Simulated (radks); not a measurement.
The numbers below are computed, except where a source is named.
How relativity changes the ionisation of the gold ion Au9+ ([Xe] 4f14 5d2) to Au10+ ([Xe] 4f14 5d1). Spin-unpolarised spherical Kohn-Sham, PBE, point nucleus unless stated (finite: rms radius 5.4371 fm), a radial shooting solver on a logarithmic mesh with Libxc functionals. A level marked "c x" has the speed of light scaled by that factor and shares open shells by 2j + 1; other Dirac levels either fill j = l - 1/2 first or share by 2j + 1.

level                               E(Au9+) (hartree)  E(Au10+) (hartree)  IE (eV)   HOMO  <r> HOMO (bohr)
non-rel.                                  -17847.1777         -17841.6731   149.79     5d            1.199
scalar-rel.                               -18990.2327         -18984.8005   147.82     5d            1.206
scalar-rel., finite nucleus               -18985.9807         -18980.5484   147.82     5d            1.206
Dirac, 2j+1 shares                        -19026.4706         -19021.0428   147.70  5d5/2            1.217
Dirac, low j first                        -19026.5933         -19021.1079   149.27  5d3/2            1.194
Dirac, 2j+1 shares, finite nucleus        -19022.1696         -19016.7417   147.70  5d5/2            1.217
Dirac, c x 1.25                           -18550.6430         -18545.1859   148.49  5d5/2            1.210
Dirac, c x 5                              -17886.9171         -17881.4153   149.71  5d5/2            1.199
Dirac, c x 10                             -17857.0667         -17851.5628   149.77  5d5/2            1.199

NIST Atomic Spectra Database: 149 eV (theoretical). The relativistic part of the total energy of Au9+ is -1175 hartree (Dirac, 2j+1 shares, finite nucleus), 6.6 % of the non-relativistic value. Spin polarisation and multiplet splitting of open shells are left out at every level.

Beside tabulated values, note that relativity, absent from the non-relativistic runs, is large for the heavy elements, and spin-unpolarised runs miss the spin-polarisation part of the exchange energy of open shells.
